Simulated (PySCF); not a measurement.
Vertical excitations of a molecule C4H6O from TDA-LC-ωPBE/def2-SVPD in PySCF, as energy in eV (oscillator strength): 4.34 (0.000), 7.53 (0.264), 8.03 (0.012), 8.07 (0.041), 8.77 (0.094), 9.02 (0.000), 9.03 (0.001), 9.18 (0.010), 9.20 (0.013), 9.61 (0.021). Lowest triplet (TDA): 3.70 eV. Coordinates come from a B3LYP-D3(BJ)/def2-SVP optimisation. One conformer was computed; it need not be the lowest.

Question: Identify the compound among the candidates.
A) C#CCCO
B) O=CC1CC1
C) C#CCOC
D) CC1=CCO1

Answer: B, O=CC1CC1
